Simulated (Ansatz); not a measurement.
These are frozen-core CCSD(T)/def2-TZVPP // TPSSh-D3(BJ)/def2-TZVP run with Ansatz (a first-principles code) values and carry that method's errors.

Ansatz 0.2 input:
```yaml
crystal:
  periodic: [false, false, false]
  atoms:
    - { symbol: C, position_ang: [1.526309, -0.305355, -0.326353] }
    - { symbol: C, position_ang: [0.262319, -0.350665, 0.387684] }
    - { symbol: C, position_ang: [-1.061392, -0.317447, -0.374552] }
    - { symbol: C, position_ang: [-0.652491, 0.872394, 0.425014] }
    - { symbol: H, position_ang: [1.623527, 0.273713, -1.237387] }
    - { symbol: H, position_ang: [2.391599, -0.845314, 0.033308] }
    - { symbol: H, position_ang: [0.253287, -0.953111, 1.288715] }
    - { symbol: H, position_ang: [-0.997548, -0.256288, -1.453742] }
    - { symbol: H, position_ang: [-1.862796, -0.943618, -0.002207] }
    - { symbol: H, position_ang: [-0.307471, 1.751681, -0.104417] }
    - { symbol: H, position_ang: [-1.16869, 1.076223, 1.355054] }
basis:
  gaussian: { orbitals: def2-TZVPP }
correlation:
  method: ccsd_t
magnetization:
  spin_polarized: true
  initial_magnetization: 1
```

Output:

```
Functional definition: HF
1294 factors; integrals over basis functions are off by at most 8.7e-4 eV
mean field evaluation 1: about -4228.6316 eV, gradient 2.3e1 eV
mean field evaluation 2: about -4228.6362 eV, gradient 2.3e1 eV
mean field evaluation 4: about -4231.9487 eV, gradient 3.3e0 eV
mean field evaluation 8: about -4232.0575 eV, gradient 1.7e-1 eV
mean field evaluation 16: about -4232.0377 eV, gradient 9.3e-1 eV
mean field -4232.05811970 eV, -155.5252673071 hartree, gradient 1.8e-6 eV, S^2 0.768866; 0 other end points of the search recorded, 0 dependent functions left out
4 core orbitals not correlated
reference -4232.05811970 eV, -155.5252673071 hartree; 12, 11 occupied and 206, 207 virtual orbitals, 1294 factors
second order -17.76108092 eV of doubles, -0.00000000 eV of singles
cycle   1  -18.36136115 eV  change   -6.0e-1 eV  update   8.2e-2
cycle   2  -18.80702523 eV  change   -4.5e-1 eV  update   2.5e-2
cycle   3  -18.88383541 eV  change   -7.7e-2 eV  update   1.2e-2
cycle   4  -18.88232792 eV  change    1.5e-3 eV  update   4.7e-3
cycle   5  -18.88339214 eV  change   -1.1e-3 eV  update   2.5e-3
cycle   6  -18.88326429 eV  change    1.3e-4 eV  update   9.2e-4
cycle   7  -18.88328121 eV  change   -1.7e-5 eV  update   3.6e-4
cycle   8  -18.88332493 eV  change   -4.4e-5 eV  update   1.4e-4
cycle   9  -18.88329288 eV  change    3.2e-5 eV  update   4.3e-5
cycle  10  -18.88328429 eV  change    8.6e-6 eV  update   1.5e-5
perturbative correction -0.78036725 eV, -0.0286779674 hartree
Total energy: -4251.72177124 eV, -156.2478931726 hartree
```

Cost: about 25 core-minutes (a rough figure).
